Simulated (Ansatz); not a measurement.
Mulliken charges of CH3BF2 (`CB(F)F`) from PBE/def2-TZVPP in Ansatz (PBE0-D4/def2-TZVP geometry).

```json
{"atom": "C1", "x (Å)": "-0.094", "y (Å)": "0.682", "z (Å)": "-0.046", "charge (e)": "-0.381"}
{"atom": "B2", "x (Å)": "0.155", "y (Å)": "-0.849", "z (Å)": "0.065", "charge (e)": "0.447"}
{"atom": "F3", "x (Å)": "0.639", "y (Å)": "-1.418", "z (Å)": "1.157", "charge (e)": "-0.206"}
{"atom": "F4", "x (Å)": "-0.119", "y (Å)": "-1.668", "z (Å)": "-0.938", "charge (e)": "-0.209"}
{"atom": "H5", "x (Å)": "0.268", "y (Å)": "1.233", "z (Å)": "0.821", "charge (e)": "0.115"}
{"atom": "H6", "x (Å)": "0.378", "y (Å)": "1.081", "z (Å)": "-0.948", "charge (e)": "0.118"}
{"atom": "H7", "x (Å)": "-1.166", "y (Å)": "0.872", "z (Å)": "-0.155", "charge (e)": "0.116"}
```

By hand: the dipole of these point charges (1 e Å = 4.8032 D).

Σ q r = (-0.061, 0.372, -0.031) e Å, of length 0.378 e Å = 1.82 D.

How does the dipole of the full density compare? (An estimate is asked.)

Ansatz gave: (-0.057, 0.321, -0.030) e Å, 1.57 D; the point charges give 1.16 times that, at 1° from its direction.

Point charges leave out the atoms' own dipoles, such as those of lone pairs, and Mulliken's split depends on the basis, so the two needn't agree.
